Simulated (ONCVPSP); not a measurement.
# silicon, ONCV: configuration errors across variants

```
Element                 : silicon
Generator               : ONCVPSP 4.0.1
Type                    : optimised norm-conserving Vanderbilt (ONCV)
Functional              : BLYP
Relativity              : scalar-relativistic
Frozen core             : [Ne]
Valence charge          : 4
Reference configuration : 3s2 3p1.5 (charge +0.5)
Partial waves           : 3s: rc 1.30 bohr, ncon 3, nbas 7, qcut 5.1 1/bohr, 2 projectors, debl 1.4 Ha; 3p: rc 2.05 bohr, ncon 5, nbas 9, qcut 4.5 1/bohr, 3 projectors, debl 0.7 Ha
Local potential         : polynomial inside 0.95 bohr (lpopt 2, dvloc0 2 Ha)
Core correction         : none
```

All-electron excitation energies from the reference (eV): (1) 3s2 3p2 -2.844; (2) 3s2 3p1 4.745; (3) 3s2 3p0 20.634; (4) 3s1 3p3 4.007.

1 further variants failed, have other tests or another functional or relativity, and are left out.

A true bound ghost makes a file unfit for plane-wave use even where its test errors are small: the radial tests pick states by their node count and pass the ghost by.

Errors AE − PS in meV (a dash: test not solved or not reliable):

| change | (1) | (2) | (3) | (4) | bound ghosts | GHOST(+) flags above zero |
| --- | --- | --- | --- | --- | --- | --- |
| base | +0.6 | +1.0 | +25 | +3.0 | s, p | p |
| p: ncon 3, nbas 7 | +0.5 | +1.0 | +23 | +3.3 | s | none |
| s: debl 4.65 | +0.6 | +1.0 | +24 | +3.0 | s, p | p |
| local potential polynomial inside 1.30 bohr (lpopt 5, dvloc0 6 Ha) | +0.6 | +1.0 | +25 | +3.0 | s, p | none |
| p: nproj 2 | +0.6 | +1.0 | +25 | +3.1 | s | none |
| s: qcut 5.8; p: qcut 5.1 | +0.6 | +1.0 | +25 | +3.0 | s, p | p |
| s: rc 1.12 | +0.9 | +1.6 | +35 | +27 | s, p | p |
| s: qcut 4.9 | +0.6 | +1.0 | +25 | +3.1 | s, p | p |

**Question.** Give the same row for: p: rc 1.94.

**Answer.** +0.6, +1.0, +25, +3.1; bound ghosts: s, p; GHOST(+) flags above zero: p.
